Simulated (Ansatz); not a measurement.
Reaction (SMILES): N[Si](N)(N)F + 4 [H][H] (H2) → F (HF) + 3 N (NH3) + [SiH4] (SiH4)
Each molecule is optimised on its own at B3LYP-D3(BJ)/def2-TZVP (Ansatz, a quantum-chemistry and plane-wave program), one conformer each, not searched for the lowest.

Wanted: energy of full hydrogenation (electronic energy difference), in kJ/mol. Correlated levels leave the core frozen unless marked. No spin-orbit coupling. Non-relativistic. CBS(X,Y): correlation extrapolated as X^-3; Hartree-Fock from the larger set. The bracket is a focal-point correction in the basis named.

```tsv
level	program	energy of full hydrogenation (kJ/mol)
HF/6-31G	Ansatz	214.3
revPBE-D4/def2-TZVPD	Ansatz + dftd4	250.3
```

Estimate the value at RI-MP2/CBS(cc-pV(T+d)Z,cc-pV(Q+d)Z)+[CCSD(T)-MP2]/cc-pV(T+d)Z as computed with Ansatz.

266.8 kJ/mol
